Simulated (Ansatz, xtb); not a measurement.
**BrClHSi2: where a starting geometry ends**

The starting geometry of this gas-phase doublet has its atoms placed at random.

```
atom    x (Å)    y (Å)    z (Å)
  Br   0.5799  -0.4927   0.7501
  Cl   0.5370   1.5780   0.9282
  Si  -0.4541   1.3310  -1.2616
  Si  -1.7773   0.2006  -0.5180
   H  -1.8351  -0.7790   0.2720
```

**Question.** Guess where an optimisation with r2SCAN-D4/def2-SVP ends from this start.

**Answer.** It ends as a structure with Br1 bridging Si4 and Si3, given below by its coordinates. Distances that change by over a tenth: Cl2–Si3 (2.42 → 2.12 Å), Si3–Si4 (1.89 → 2.44 Å), Si4–H5 (1.26 → 1.51 Å). Contacts that open: Br1–Cl2 (2.08 → 3.64 Å). Contacts that close: Br1–Si4 (2.77 → 2.38 Å).

The energy falls by 8.12 eV over 15 steps:

```
step  E − E(last) (eV)
   1             8.125
   3             3.722
   4             3.449
   6             1.865
   7             0.936
   9             0.082
  10             0.028
  12             0.003
  13             0.001
  15             0.000
```

Final geometry (Å):

```xyz
5

Br    0.6308   -1.1111   -0.0170
Cl   -0.0461    2.3404    0.9223
Si    0.1836    1.3562   -0.9424
Si   -1.5452   -0.3296   -0.5834
H    -2.1726   -0.4181    0.7913
```

From the same start GFN2-xTB ends elsewhere, differing in Br1–Si3 (3.92 against 2.67 Å here).

From so rough a start the end depends on the optimiser's path, so another program may land elsewhere. No frequencies were run, so the end isn't proven a minimum. Open shells are spin-unrestricted. Run with Ansatz 0.2.0, 2.1 min on 2 threads of Intel(R) Xeon(R) 6975P-C (Granite Rapids) (shared host).
